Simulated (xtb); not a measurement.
H$_{7}$Ge$_{3}$, doublet, at a GFN2-xTB geometry of the parent state (the spin is typed, not shown lowest); GFN0-xTB run with xtb 6.7.1.

xtb was given this input:
```
$ xtb mol.xyz --gfn 0 --chrg 0 --uhf 1 --json

# file mol.xyz
10

Ge     2.10517554     0.54051436    -0.10919546
Ge    -0.00563252    -0.83524461    -0.31411697
Ge    -2.08063601     0.28223317     0.41586544
H      3.14162092     0.62685163     1.04993903
H      2.73953943     1.57426415    -1.08683045
H      0.23661917    -1.17295556    -1.78334654
H      0.57347034    -2.02605648     0.44626259
H     -3.15341794    -0.74232271     0.24126009
H     -2.26261313     1.47000286    -0.47692958
H     -1.88024295     0.67012238     1.84794890
```

What the program printed (banner, timings and long lists left out):

```
   ID    Z sym.   atoms
    1   32 Ge     1-3
    2    1 H      4-10

           -------------------------------------------------
          |                Calculation Setup                |
           -------------------------------------------------

           -------------------------------------------------
          |                 G F N 0 - x T B                 |
           -------------------------------------------------

          ...................................................
          :                      SETUP                      :
          :.................................................:
          :  # basis functions                  44          :
          :  # atomic orbitals                  41          :
          :  # shells                           23          :
          :  # electrons                        19          :
          :  electronic temp.          300.0000000     K    :
          :  accuracy                    1.0000000          :
          :  -> integral cutoff          0.2500000E+02      :
          :  -> integral neglect         0.1000000E-07      :
          ...................................................

         :::::::::::::::::::::::::::::::::::::::::::::::::::::
         ::                     SUMMARY                     ::
         :::::::::::::::::::::::::::::::::::::::::::::::::::::
         :: total energy             -10.087576343820 Eh    ::
         :: gradient norm              0.050917725928 Eh/a0 ::
         :: HOMO-LUMO gap              2.343512806864 eV    ::
         ::.................................................::
         :: H0 energy                 -9.983501846272 Eh    ::
         :: repulsion energy           0.060006550466 Eh    ::
         :: electrostat energy        -0.161887438146 Eh    ::
         :: -> Gsolv                   0.000000000000 Eh    ::
         ::    -> Gsasa                0.000000000000 Eh    ::
         ::    -> Gshift               0.000000000000 Eh    ::
         :: dispersion energy         -0.002193609870 Eh    ::
         :: short-range corr.          0.000000000000 Eh    ::
         :: add. restraining           0.000000000000 Eh    ::
         :: total charge              -0.000000000000 e     ::
         :::::::::::::::::::::::::::::::::::::::::::::::::::::

           -------------------------------------------------
          |                Property Printout                |
           -------------------------------------------------

    * Orbital Energies and Occupations

         #    Occupation            Energy/Eh            Energy/eV
      -------------------------------------------------------------
         1        2.0000           -0.6506575             -17.7053
         2        2.0000           -0.6344484             -17.2642
         3        2.0000           -0.6138323             -16.7032
         4        2.0000           -0.5077765             -13.8173
         5        2.0000           -0.5071415             -13.8000
         6        2.0000           -0.5044540             -13.7269
         7        2.0000           -0.4991519             -13.5826
         8        2.0000           -0.4644852             -12.6393
         9        2.0000           -0.4449597             -12.1080
        10        1.0000           -0.3296880              -8.9713 (HOMO)
        11                         -0.2435655              -6.6278 (LUMO)
        12                         -0.2144996              -5.8368
        13                         -0.1800966              -4.9007
        14                         -0.1749483              -4.7606
        15                         -0.1461812              -3.9778
        16                         -0.1223968              -3.3306
        17                         -0.1162257              -3.1627
        18                         -0.1069824              -2.9111
        19                         -0.1054609              -2.8697
        20                         -0.0945712              -2.5734
        21                         -0.0929193              -2.5285
       ...                                ...                  ...
        41                          1.9764195              53.7811
      -------------------------------------------------------------
                  HL-Gap            0.0861225 Eh            2.3435 eV
             Fermi-level            0.0000000 Eh            0.0000 eV

     #   Z          covCN         q      C6AA      α(0)
     1  32 Ge       2.740     0.426   223.302    28.934
     2  32 Ge       3.689     0.410   178.839    23.857
     3  32 Ge       3.744     0.513   176.421    23.687
     4   1 H        0.920    -0.175     9.118     4.723
     5   1 H        0.920    -0.176     9.151     4.731
     6   1 H        0.931    -0.201    10.897     5.162
     7   1 H        0.931    -0.201    10.875     5.156
     8   1 H        0.939    -0.193    10.258     5.007
     9   1 H        0.939    -0.201    10.883     5.158
    10   1 H        0.939    -0.202    10.936     5.170

 Mol. C6AA /au·bohr⁶  :       4080.463227
 Mol. C8AA /au·bohr⁸  :     226964.568408
 Mol. α(0) /au        :        111.584550

Wiberg/Mayer (AO) data.
largest (>0.10) Wiberg bond orders for each atom

 ---------------------------------------------------------------------------
     #   Z sym  total        # sym  WBO       # sym  WBO       # sym  WBO
 ---------------------------------------------------------------------------
     1  32 Ge   2.992 --     2 Ge   1.029     5 H    0.877     4 H    0.877
     2  32 Ge   3.935 --     1 Ge   1.029     3 Ge   0.904     7 H    0.843
                             6 H    0.843
     3  32 Ge   3.763 --     2 Ge   0.904     8 H    0.882    10 H    0.877
                             9 H    0.877
     4   1 H    0.978 --     1 Ge   0.877
     5   1 H    0.978 --     1 Ge   0.877
     6   1 H    0.975 --     2 Ge   0.843
     7   1 H    0.975 --     2 Ge   0.843
     8   1 H    0.963 --     3 Ge   0.882
     9   1 H    0.975 --     3 Ge   0.877
    10   1 H    0.975 --     3 Ge   0.877
 ---------------------------------------------------------------------------

Topologies differ in total number of bonds
Writing topology from bond orders to xtbtopo.mol

 dipole moment from electron density (au)
     X       Y       Z
  -2.3705  -0.2793   0.2580  total (Debye):    6.102

           -------------------------------------------------
          | TOTAL ENERGY              -10.087576343820 Eh   |
          | GRADIENT NORM               0.050917725928 Eh/α |
          | HOMO-LUMO GAP               2.343512806864 eV   |
           -------------------------------------------------

normal termination of xtb
```
